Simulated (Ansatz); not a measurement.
Mulliken charges of Cl₂F₂H₂Si₂, SMILES `F[SiH](F)[SiH](Cl)Cl` from r2SCAN/def2-TZVPP in Ansatz (PBE0-D4/def2-TZVP geometry).

```
atom   x (Å)   y (Å)   z (Å)  charge (e)
  F1  -1.046   0.780  -1.790      -0.297
 Si2  -0.401  -0.457  -1.034       0.722
  F3  -1.548  -1.529  -0.785      -0.302
 Si4   0.417   0.283   1.040       0.458
 Cl5   2.019   1.500   0.652      -0.220
 Cl6  -1.049   1.326   2.006      -0.211
  H7   0.614  -1.066  -1.922      -0.085
  H8   0.878  -0.803   1.933      -0.065
```

By hand: the dipole of these point charges (1 e Å = 4.8032 D).

Σ q r = (0.348, -0.437, -0.031) e Å, of length 0.559 e Å = 2.68 D.

How does the dipole of the full density compare? (Estimate.)

Computed: (0.233, -0.217, 0.035) e Å, 1.54 D; the point charges give 1.74 times that, at 13° from its direction.

Point charges leave out the atoms' own dipoles, such as those of lone pairs, and Mulliken's split depends on the basis, so the two needn't agree.
